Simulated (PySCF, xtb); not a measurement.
C3H6GeO, SMILES [CH3][Ge@H]1[CH]=C[O]1.

xtb with GFN2-xTB at its own geometry gives an orbital gap of 4.54 eV and a dipole moment of 2.42 D.

Geometry: B3LYP-D3(BJ)/def2-SVP. The structure was generated by enumeration; whether it is a known compound was not checked.

Task: What does r2SCAN/def2-TZVP (PySCF) give? (Estimate from the structure and the level; the computed values follow.)

Result: gap 4.73 eV (levels -5.41 and -0.68 eV), dipole 1.97 D.
